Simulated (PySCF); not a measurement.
C4H8OSeSi2, SMILES c1coc([SiH2][SiH2][SeH])c1, GFN2-xTB optimised geometry.

```
16

Se    -2.24     1.52     0.10
Si    -2.52    -0.76     0.18
Si    -0.45    -1.79     0.00
C      0.87    -0.45     0.00
C      2.24    -0.45     0.00
C      2.65     0.90     0.00
C      1.50     1.64     0.00
O      0.43     0.84     0.00
H     -3.65     1.82     0.16
H     -3.46    -1.07    -0.90
H     -3.23    -1.02     1.43
H     -0.31    -2.56    -1.24
H     -0.17    -2.70     1.11
H      2.87    -1.31     0.00
H      3.65     1.28     0.00
H      1.32     2.70     0.00
```

Density from B3LYP/def2-TZVP (PySCF) at that geometry.

Minimum of the electron density along straight lines between bonded atoms, close to the bond critical point (lines longer than 1.1 times the sum of covalent radii, or with two minima, are not listed):

| bond | length / Å | ρ at the minimum / e bohr⁻³ | ∇²ρ there / e bohr⁻⁵ | position (fraction from the first atom) |
|---|---|---|---|---|
| Se1–Si2 | 2.295 | 0.089 | -0.03 | 0.64 |
| Si2–Si3 | 2.320 | 0.098 | -0.18 | 0.52 |
| Si3–C4 | 1.875 | 0.118 | (withheld) | 0.39 |
| C4–C5 | 1.370 | 0.334 | -0.99 | 0.51 |
| C5–C6 | 1.412 | 0.303 | -0.85 | 0.50 |
| C6–C7 | 1.362 | 0.338 | -1.01 | 0.48 |
| C4–O8 | 1.357 | 0.285 | (withheld) | 0.33 |
| C7–O8 | 1.335 | 0.303 | -0.27 | 0.33 |
| Se1–H9 | 1.440 | 0.184 | (withheld) | 0.62 |
| Si2–H10 | 1.466 | 0.125 | 0.18 | 0.49 |
| Si2–H11 | 1.467 | 0.125 | 0.17 | 0.49 |
| Si3–H12 | 1.468 | 0.124 | 0.17 | 0.49 |
| Si3–H13 | 1.467 | 0.124 | 0.17 | 0.49 |
| C5–H14 | 1.071 | 0.293 | -1.07 | 0.65 |
| C6–H15 | 1.071 | 0.292 | -1.07 | 0.65 |
| C7–H16 | 1.072 | 0.297 | -1.11 | 0.66 |

Task: Fill in the missing entries.

Result: 
- Si3–C4, ∇²ρ there / e bohr⁻⁵: 0.22
- C4–O8, ∇²ρ there / e bohr⁻⁵: -0.24
- Se1–H9, ∇²ρ there / e bohr⁻⁵: -0.30
